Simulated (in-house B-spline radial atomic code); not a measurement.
## Solving the quasi-particle equation for 3s up of Si³⁺

Configuration [Ne] 3s1, highest spin, start Hartree-Fock; correlation leaves out the 2 deepest shells, empty levels kept to 320 hartree. Computed with a B-spline radial code for spherical atoms: all electrons, non-relativistic, point nucleus, each spin shell either full or empty, empty states to l = 9 with an (l + 1/2)⁻⁴ tail; G0W0 by contour deformation at full frequency.

At the mean-field level ε = -44.672 eV the matrix elements are Σx = -15.728 eV, v_xc = -15.728 eV and Σc(ε) = -1.055 eV, and the slope of the correlation self-energy is dΣc/dω = -0.0203. The quasi-particle energy solves E = ε + Σx − v_xc + Σc(E).

Question: What does the linearised equation give?

Answer: Z = 1/(1 − dΣc/dω) = 1/1.0203 = 0.9801. The first-order shift is Σx − v_xc + Σc(ε) = -15.728 − (-15.728) + (-1.055) = -1.055 eV, so E ≈ ε + Z × shift = -44.672 + 0.9801 × (-1.055) = -45.706 eV.

Question: How does that compare with the full solution and with static screening?

Answer: Solving the equation at full frequency dependence gives E = -45.706 eV, where Σc = -1.035 eV and the weight is 0.981; the linearised value is off by 0 meV. Leaving Z out would give -45.727 eV. Static COHSEX puts -2.055 eV in place of Σc and gives -46.727 eV, 1.02 eV deeper. The tabulated removal energy is 45.142 eV (NIST, measured); the run leaves out relativity, Breit and QED terms.
